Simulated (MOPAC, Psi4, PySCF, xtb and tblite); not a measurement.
Internal rotation in C8H10O, SMILES c1ccc(CC)cc1O. Scanned: dihedral C1–C2–C3–C4; all other coordinates were relaxed at GFN2-xTB. Points at φ and −φ are mirror images. Heavy atoms are numbered in the order of the SMILES CCc1cccc(O)c1, hydrogens after them in the order of the atoms that carry them; the mirror image has the same energies with the sign of each dihedral reversed.

- PM7, restricted, heats of formation // GFN2-xTB (MOPAC)
- GFN2-xTB (xtb and tblite)
- RKS-B3LYP/6-31G* = restricted B3LYP/6-31G*, spherical d, density fitting // GFN2-xTB run with PySCF
- PBE-D3(BJ)/def2-SVP // GFN2-xTB (Psi4)

Energies relative to the lowest point of each profile, in kcal/mol:

```json
[
 {"φ / °": "-150", "PM7": "0.7", "GFN2-xTB": "1.2", "RKS-B3LYP/6-31G*": "0.9"},
 {"φ / °": "-120", "PM7": "0.2", "GFN2-xTB": "0.5", "RKS-B3LYP/6-31G*": "0.3"},
 {"φ / °": "-90", "PM7": "0.0", "GFN2-xTB": "0.0", "RKS-B3LYP/6-31G*": "0.0"},
 {"φ / °": "-60", "PM7": "0.3", "GFN2-xTB": "0.5", "RKS-B3LYP/6-31G*": "0.3"},
 {"φ / °": "-30", "PM7": "0.9", "GFN2-xTB": "1.3", "RKS-B3LYP/6-31G*": "1.0"},
 {"φ / °": "0", "PM7": "1.1", "GFN2-xTB": "1.4", "RKS-B3LYP/6-31G*": "1.0"},
 {"φ / °": "30", "PM7": "0.9", "GFN2-xTB": "1.3", "RKS-B3LYP/6-31G*": "1.0"},
 {"φ / °": "60", "PM7": "0.3", "GFN2-xTB": "0.5", "RKS-B3LYP/6-31G*": "0.3"},
 {"φ / °": "90", "PM7": "0.0", "GFN2-xTB": "0.0", "RKS-B3LYP/6-31G*": "0.0"},
 {"φ / °": "120", "PM7": "0.2", "GFN2-xTB": "0.5", "RKS-B3LYP/6-31G*": "0.3"},
 {"φ / °": "150", "PM7": "0.7", "GFN2-xTB": "1.2", "RKS-B3LYP/6-31G*": "0.9"},
 {"φ / °": "180", "PM7": "0.9", "GFN2-xTB": "1.2", "RKS-B3LYP/6-31G*": "0.9"}
]
```

Problem. Estimate the PBE-D3(BJ)/def2-SVP values at these points.

Solution. -150: 0.7; -120: 0.3; -90: 0.0; -60: 0.3; -30: 0.8; 0: 0.6; 30: 0.8; 60: 0.3; 90: 0.0; 120: 0.3; 150: 0.7; 180: 0.4 (kcal/mol).
